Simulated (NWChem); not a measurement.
# Ionisation of HSi

```xyz
2

Si     0.0000     0.0000     0.1027
H      0.0000     0.0000    -1.4375
```
Charge 0, spin multiplicity 2.

Everything below was run with NWChem. All single points use one geometry, from UPBE0/def2-SVP, a minimum by its harmonic frequencies.

Basis set: def2-TZVP. −ε marks an orbital energy of the parent.

B3LYP has NWChem's definition, with VWN1-RPA local correlation. This spin state was chosen for the runs; another may lie lower. The structure started from a generated list of species. The unpaired electrons of the parent sit in orbitals of symmetry b1 (C2v labels of the run); other states weren't searched. No SCF solution was tested for a lower state. Open-shell Hartree-Fock references start from PBE0 orbitals.

Question: For the first vertical ionisation energy, −ε(alpha HOMO) of B3LYP gives 5.20 eV and −ε(alpha HOMO) of PBE0 gives 5.53 eV. What do −ε(alpha HOMO) of PBE, −ε(alpha HOMO) of M06-2X, G0W0@HF give?

Answer: −ε(alpha HOMO) of PBE: 4.49 eV; −ε(alpha HOMO) of M06-2X: 6.12 eV; G0W0@HF: 8.10 eV.
